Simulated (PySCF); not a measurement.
**Excitation energy of C by level of theory**

C [He] 2s2 2p2 (3P) → C [He] 2s2 2p1 3s1 (3P), as a difference of total energies. Calculation: PySCF 2.14, in aug-cc-pCVQZ-DK (9s8p6d4f2g, 109 functions); scalar relativity by spin-free X2C-1e. Correlated levels: valence: 1s2 frozen; valence and next inner shell: nothing frozen. The calculations carry no spin-orbit coupling.

```
                                method  excitation energy (eV)
                                   UHF                   7.473
                                   LDA                   7.955
                                   PBE                   7.795
                                  PBE0                   7.821
                                r2SCAN                   8.092
                                  BLYP                   7.787
                                  BP86                   7.805
                                  TPSS                   7.821
                         MP2 (valence)                   7.779
                     SCS-MP2 (valence)                   7.676
    MP2 (valence and next inner shell)                   7.803
SCS-MP2 (valence and next inner shell)                   7.691
```

**Question.** How much does correlation contribute at MP2 (valence and next inner shell)?

**Answer.** 7.803 − (7.473) = 0.330 eV, measured against UHF.

Errors of the correlated levels include the incompleteness of this basis and the frozen core.

The promoted electron is Rydberg-like, and one or two diffuse shells describe it only roughly, which tends to raise the upper state.

For comparison: 7.482 eV (measured; NIST levels, between the centres of gravity of the two terms).
